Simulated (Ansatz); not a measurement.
Ligand exchange: CBrClF2 + GaH2Br → CHClF2 + GaHBr2

Species: CBrClF2 `FC(F)(Cl)Br`, singlet; GaH2Br `[GaH2][Br]`, singlet; CHClF2 (difluorochloromethane) `FC(F)Cl`, singlet; GaHBr2 `[Br][GaH][Br]`, singlet. The partners trade Br for H: C–Br and Ga–H bonds give way to C–H and Ga–Br.

Shapes, held fixed at every level: PBE0-D4/def2-TZVP. Programs: Ansatz 0.2.0. The zero-point and thermal change to 298 K, harmonic and unscaled (PBE0-D4/def2-TZVP), is +14.1 kJ/mol.

Question: Estimate ΔH(298 K) of this reaction.

Answer: The highest level, CCSD(T)/def2-TZVPP, gives ΔH(298 K) = -199.5 kJ/mol; the levels span -210.0 to -174.3. The column of differences is taken from that level and isn't an error. No measured value is set beside it here. Relativity is left out for Br, Ga. Outer-core shells of Br, Ga are correlated, in sets that cover them unevenly. Times are processor times on shared x86 and Arm servers, and rough.

| level | kind | ΔH(298 K) (kJ/mol) | less CCSD(T)/def2-TZVPP | CPU time (sum over the molecules) |
| --- | --- | --- | --- | --- |
| SPW92/def2-TZVPP | LDA | -174.3 | +25.2 | 7.4 s |
| PBE-D4/def2-TZVPP | GGA | -182.7 | +16.8 | 15 s |
| B3LYP-D4/def2-TZVPP | global hybrid | -194.5 | +5.0 | 29 s |
| BHLYP-D4/def2-TZVPP | global hybrid | -210.0 | -10.5 | 22 s |
| wB97X-V/def2-TZVPP | range-separated hybrid | -192.8 | +6.7 | 50 s |
| B2PLYP/def2-TZVPP | double hybrid | -199.7 | -0.2 | 34 s |
| MP2/def2-SVP | perturbation theory | -205.4 | -5.9 | – |
| CCSD(T)/def2-TZVPP | coupled cluster or CI | -199.5 | 0.0 | 2.8 min |
